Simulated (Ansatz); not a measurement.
**Energy profile**

The step: HfH₂Cl₂O₂ ([OH][Hf]([OH])([Cl])[Cl]) → HfCl₂O ([O][Hf]([Cl])[Cl]) + H₂O (still joined by a long Hf–O bond); bonds formed: O2–H4; bonds broken: O3–H4; bonds weakened to dative contacts: Hf1–O2 (atoms numbered as in the saddle structure below).

Hf1  (-0.303, 0.006, 0.704)
O2  (0.785, -0.504, -1.063)
O3  (-1.289, 0.584, -0.704)
H4  (-0.171, 0.081, -1.332)
Cl5  (0.674, 1.778, 1.921)
Cl6  (-1.303, -1.768, 1.905)
H7  (1.609, -0.176, -1.430)
(Å)

Electronic energies by CCSD(T) at an estimated basis limit (MP2 extrapolated from triple and quadruple zeta, plus CCSD(T) − MP2 in triple zeta), on PBE0-D4/def2-TZVP structures; HfH2Cl2O2, closed shell; no counterpoise correction. Ansatz 0.2.0; basis: def2-TZVPP and def2-QZVPP; cores frozen in the correlated methods. Core potentials replace the inner electrons of the atoms past krypton. Extrapolation: Hartree–Fock as exp(−7.88 √X), correlation as X^−2.97.

**Question.** Give the profile in eV, counted from the start structure. (An estimate is asked for; the value comes from the calculation.)

**Answer.** By the calculation:
```
                                                                                                  point     eV
                                                                                        start structure  0.000
                                                                                                 saddle  2.214
                                                                                          end structure  1.822
separated: HfCl2O (linked as [O][Hf]([Cl])[Cl]; Hf1, O3, Cl5, Cl6; singlet) + H2O (O2, H4, H7; singlet)  3.484
```

The T1 diagnostic stays at or below 0.019.

For scale, one of the runs: CCSD(T)/def2-TZVPP, 230 basis functions, launched by `ansatz run in.yaml --threads 8 --pin off --events-out ev --progress --plain --max-ram 19148MiB`. The run took 29 s on 8 CPU threads of an AMD EPYC 9R45 (shared host), with 4.4 GiB of host memory at its peak.
